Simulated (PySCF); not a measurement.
# How methods differ on the excitation energy of In⁺

In⁺ [Kr] 4d10 5s2 (1S) → In⁺ [Kr] 4d10 5s1 5p1, s spin flipped, as a difference of total energies. Calculation: PySCF 2.14, in def2-TZVPPD with the def2 core potential (28 electrons) (7s5p4d2f, 56 functions); a scalar-relativistic core potential. Correlated levels: valence and next inner shell: nothing frozen outside the core potential. The calculations carry no spin-orbit coupling.

```json
{"method": "UHF", "excitation energy (eV)": "5.936"}
{"method": "MP2 (valence and next inner shell)", "excitation energy (eV)": "6.527"}
{"method": "SCS-MP2 (valence and next inner shell)", "excitation energy (eV)": "6.485"}
```

How much does correlation contribute at MP2 (valence and next inner shell)?

6.527 − (5.936) = 0.591 eV, measured against UHF.

The upper determinant mixes two multiplicities, so it lies between the two terms.

The coupled-cluster amplitudes are large for the upper state (T1 above 0.03 or a double amplitude above 0.15), so a single reference is strained.
